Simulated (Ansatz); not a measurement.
Born–Oppenheimer molecular dynamics of GeH4O (6 atoms, charge 0, multiplicity 1). It starts from a relaxed structure.

Level of theory: Ansatz 0.2.0, RKS PBE0/def2-SVP.

```yaml
ensemble: NVT, Langevin thermostat
time_step: 0.5 fs
steps_asked: 100
set_temperature: 300 K
friction: 0.01 /fs
seed: 876879
```

First frame:

```xyz
6
Properties=species:S:1:pos:R:3
Ge 0.040 -0.011 0.063
H 0.122 0.092 1.601
H 1.437 0.019 -0.567
H -0.838 1.136 -0.482
O -0.630 -1.591 -0.421
H -1.520 -1.735 -0.083
```

Question: What does the run give?

Answer: The run went to its last step.

```yaml
steps_done: 100
time_covered: 50 fs
mean_temperature_over_the_second_half: 194 K
spread_of_the_potential_energy_over_the_second_half: 4.4 meV per atom
mean_potential_energy_of_the_second_half_above_the_start: 16.1 meV per atom
```

The mean temperature of the second half is 35 % below the set value. A run of 0.05 ps of so small a system gives no equilibrium averages.

Question: What happens to the structure?

Answer: The same pairs are bonded in the first frame and the last. Pairs count as bonded within 1.25 times the sum of covalent radii (0.12 Å more for H–H). This is one draw of velocities; another would differ in detail.

Question: How do temperature and energy run in time?

Answer: 
```
time (fs)  T (K)  potential energy less start (eV)
      0.0    250                             0.000
      1.5    284                             0.010
      3.0    262                             0.033
      4.5    230                             0.058
      6.0    252                             0.067
      7.5    203                             0.085
      9.0    155                             0.108
     10.5    157                             0.113
     12.0    195                             0.111
     13.5    233                             0.092
     15.0    249                             0.066
     16.5    293                             0.051
     18.0    307                             0.044
     19.5    339                             0.032
     21.0    340                             0.029
     22.5    339                             0.026
     24.0    303                             0.037
     25.5    215                             0.082
     27.0    145                             0.118
     28.5    162                             0.120
     30.0    184                             0.113
     31.5    207                             0.101
     33.0    228                             0.102
     34.5    162                             0.144
     36.0    151                             0.145
     37.5    204                             0.105
     39.0    230                             0.082
     40.5    195                             0.086
     42.0    186                             0.091
     43.5    178                             0.090
     45.0    197                             0.085
     46.5    211                             0.078
     48.0    212                             0.057
     49.5    232                             0.042
```

Run time: 4.6 min on 1 thread of Intel(R) Xeon(R) Platinum 8259CL CPU @ 2.50GHz (Skylake/Cascade Lake) (shared host), peak memory 0.14 GiB.
